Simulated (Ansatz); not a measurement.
Program: Ansatz. Geometries: PBE0-D4/def2-TZVP. ΔE: electronic, gas phase. CBS: MP2 limit from def2 TZ/QZ plus the TZ coupled-cluster correction, frozen cores. This one scheme is used for every species. DFT in def2-TZVPP. B3LYP here is the variant with VWN-RPA as its local correlation; programs differ in this. HSE06 is defined as in plane-wave codes. One conformer a species, not always the lowest.

Reaction (hydrogenolysis of the Si–O bond): `C=C[SiH2]O` + H₂ → `C=C[SiH3]` + H₂O

`C=C[SiH2]O`:

Z-matrix (Å, degrees):
```
Si
C 1 1.857
O 1 1.649 2 111.4
H 1 1.491 2 108.7 3 122.7
H 1 1.484 2 111.0 3 -117.5
C 2 1.330 1 122.9 3 6.6
H 2 1.090 1 118.9 3 -173.1
H 3 0.958 1 117.3 2 72.7
H 6 1.087 2 121.4 1 0.7
H 6 1.086 2 122.4 1 -179.7
```

H₂:

Cartesian coordinates in Å:
```
H 0.314 0.200 -0.027
H -0.314 -0.200 0.027
```

`C=C[SiH3]`:

Cartesian coordinates in Å:
```
C 1.442 -0.282 -0.476
C 0.280 -0.673 0.040
Si -1.147 0.484 0.323
H 1.620 0.751 -0.763
H 2.267 -0.971 -0.635
H 0.165 -1.723 0.307
H -2.344 0.047 -0.446
H -0.755 1.851 -0.112
H -1.527 0.515 1.762
```

H₂O:

Z-matrix (Å, degrees):
```
O
H 1 0.960
H 1 0.960 2 105.1
```

```csv
level,ΔE (kJ/mol),difference from CCSD(T)/CBS
LDA (SPW92),67.4,-1.8
BLYP-D4,72.7,3.5
B3LYP-D4,71.8,2.6
r2SCAN0-D4,72.8,3.6
HSE06-D4,64.2,-5.0
BHLYP-D4,72.6,3.4
ωB97X-V,70.2,1.0
BLYP,66.1,-3.1
LC-ωPBE,65.0,-4.2
RPA@PBE/def2-TZVPP,66.6,-2.6
HF/def2-SVP,51.7,-17.5
CCSD/def2-SVP,54.6,-14.6
CCSD(T)/def2-SVP,56.2,-13.0
HF/def2-QZVPP,65.9,-3.3
HF/CBS(def2),66.0,-3.2
CCSD/CBS(def2),67.2,-2.0
CCSD(T)/CBS,69.2,0
```

Largest T1 diagnostic among the species: 0.011.

The D4 term adds +5.0 kJ/mol with B3LYP and +2.7 kJ/mol with PBE0; it sums over pairs of atoms, weighted by their polarisabilities, and B3LYP, whose exchange is more repulsive, gets the larger term. At CCSD(T), def2-SVP lies −13.0 kJ/mol from the extrapolated value and def2-TZVPP −0.4 kJ/mol. In def2-TZVPP, CCSD(T) changes the Hartree–Fock value by +3.3 kJ/mol (the triples alone add +2.0 kJ/mol) and MP2 by +9.8 kJ/mol.
